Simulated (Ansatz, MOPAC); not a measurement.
Reaction (SMILES): [CH3][GeH2][CH3] [dimethylgermane] → [CH3][GeH-][CH3] + H+

Property: gas-phase deprotonation energy (enthalpy at 298 K), in kcal/mol. Set-up: PM7 with its own dispersion and hydrogen-bond terms; spin-orbit terms left out; non-relativistic; frozen cores in correlated levels (noble-gas shells and the d and f shells of earlier blocks); LANL2DZ with its own core potentials from Na on; dispersion terms only where a functional's name holds one; 6-31G* and kin with 6d, 5d where marked. First-principles rows: single points at B3LYP-D3(BJ) geometries (Ansatz, a first-principles code), with unscaled harmonic terms from B3LYP/6-31G* (LANL2DZ past Ar) (Ansatz) at its own minima. Semi-empirical rows: MOPAC heats of formation at their own minima for 298 K, the proton's as measured. Sets without +, aug- or the D of def2-TZVPD hold no diffuse functions, which anions need.

| level | program | gas-phase deprotonation energy (enthalpy at 298 K) (kcal/mol) |
|---|---|---|
| AM1 | MOPAC | 329.5 |
| PM7 | MOPAC | 319.6 |
| BLYP/6-31G* with LANL2DZ past Ar | Ansatz | 375.2 |
| B3LYP/6-31G** | Ansatz | 376.2 |
| B3LYP/def2-SVP | Ansatz | 374.9 |
| B3LYP/6-31G* with LANL2DZ past Ar | Ansatz | 376.0 |
| MP2/STO-3G | Ansatz | 488.7 |
| B3LYP/def2-TZVPD | Ansatz | 369.5 |
| PBE0/def2-TZVPD | Ansatz | 371.6 |
| wB97M-V/def2-TZVPD | Ansatz | 367.8 |

No value to compare with is used here. The 7 habitual levels span 319.6 (PM7) to 488.7 kcal/mol (MP2/STO-3G); PBE0/def2-TZVPD gives 371.6.

The levels are drawn from those run, B3LYP/6-31G* more often than the rest, none by its result; left out are runs that failed, that the program found above a lower state of the same kind, or whose <S^2> lies over 0.5 above the pure value.
